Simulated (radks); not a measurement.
Isoelectronic series with 8 electrons, each ion in its NIST ground configuration. Method: scalar-relativistic Kohn-Sham, r2SCAN, spin-polarised, spherical densities, finite nucleus; open shells are filled with parallel spins first (spin-orbit coupling, left out, can overturn this in heavy ions); meta-GGA in the generalised Kohn-Sham scheme; Fermi nuclear charge, rms radius of each element as measured or else 0.836 A^(1/3) + 0.57 fm; computed with a radial shooting solver on a logarithmic mesh with Libxc functionals. Total energies (hartree) and orbital eigenvalues (Ry):

ion    configuration  E (hartree)    2p down      2p up
O       [He] 2s2 2p4    -75.09032   -0.49867   -0.80516
Al5+    [He] 2s2 2p4   -230.70118  -12.61199  -13.34977
Ar10+   [He] 2s2 2p4   -474.89043  -37.42841  -38.59381
V15+    [He] 2s2 2p4   -808.52089  -74.88224  -76.47596
Ni20+   [He] 2s2 2p4  -1232.88289  -125.0448  -127.0683
As25+   [He] 2s2 2p4  -1749.65731  -188.0305  -190.4857
Sr30+   [He] 2s2 2p4  -2360.94393  -263.9874  -266.8766
Tc35+   [He] 2s2 2p4  -3069.29602  -353.0945  -356.4204
